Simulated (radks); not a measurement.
Task: Coherent X-ray form factor from a spherical all-electron density. All-electron calculation, Dirac Kohn-Sham, PBE, spin-unpolarised, spherical densities, finite nucleus; Fermi nuclear charge, rms radius of each element as measured or else 0.836 A^(1/3) + 0.57 fm. Program: a radial shooting solver on a logarithmic mesh with Libxc functionals.

sin(theta)/lambda (1/angstrom)  f0 (electrons)
0.05                                    58.733
0.1                                     57.947
0.15                                    56.685
0.2                                     55.012
0.25                                    53.009
0.3                                     50.763
0.4                                     45.880
0.5                                     40.948
0.6                                     36.349
0.8                                     28.783
1                                       23.444
1.25                                    19.184
1.5                                     16.558
2                                       13.058

The species is in the configuration that NIST lists as its ground one. Which atom or ion scatters so?

Result: The ytterbium ion Yb11+, [Kr] 4d10 4f11 5s2. Extrapolating in s^2 from the first two rows gives f0(0) = 59.0, near the electron count 59; among species with that count, the fall with angle is slower the higher Z, and the table is that of Z = 70; from so few rows the species is fixed only to a neighbour or two.
